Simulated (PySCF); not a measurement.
## Choosing a basis for TDDFT

Species: C2H9NSi2.
Atom-mapped SMILES: `[NH2:1][SiH2:2]/[CH:3]=[CH:4]/[SiH3:5]` (hydrogens: H6, H7 on N1; H8, H9 on Si2; H10 on C3; H11 on C4; H12, H13, H14 on Si5)

TDDFT with PBE0 (PySCF), vertical singlets, core orbitals frozen in the response, spherical d and f functions. One conformer (not necessarily the lowest) at the PBE0-D3(BJ)/def2-SVP geometry, without solvent, vibrations or thermal averaging.

How do the low singlets change with the basis? Take 6-31G*, 6-31+G*, def2-SVP, def2-SVPD, aug-cc-pVDZ, def2-TZVP and def2-TZVPD.

```tsv
basis	functions	diffuse	S1 (eV)	S2 (eV)	S3 (eV)	S4 (eV)	S5 (eV)	LUMO (eV)	α (au)
6-31G*	96	no	5.52	6.05	6.70	6.86	7.47	-0.50	73.7
6-31+G*	116	yes	5.44	5.92	6.08	6.41	6.78	-0.82	84.1
def2-SVP	123	no	5.40	5.94	6.63	6.92	7.51	-0.72	79.3
def2-SVPD	180	yes	5.40	5.86	6.41	6.46	7.06	-0.91	91.7
aug-cc-pVDZ	204	yes	5.37	5.85	5.98	6.34	6.69	-0.90	93.8
def2-TZVP	221	no	5.38	5.81	6.43	6.54	7.21	-0.90	87.6
def2-TZVPD	278	yes	5.36	5.78	6.19	6.35	6.86	-0.97	93.0
```

States are compared by their number. Against the largest diffuse basis here (def2-TZVPD, itself not a converged limit), sets without diffuse functions differ by up to 0.16 eV in S1 and 0.65 eV in S5; the smaller diffuse sets differ by up to 0.09 and 0.20 eV. State by state, the largest deviation of a set without diffuse functions is S1 0.16, S2 0.27, S3 0.51, S4 0.57, S5 0.65 eV. The same number needn't mean the same state in each row. Against def2-TZVPD the polarisability deviates by -21% in 6-31G*, -10% in 6-31+G*, -15% in def2-SVP, -1% in def2-SVPD, +1% in aug-cc-pVDZ, -6% in def2-TZVP. A single + in a Pople set puts diffuse functions on heavy atoms only.
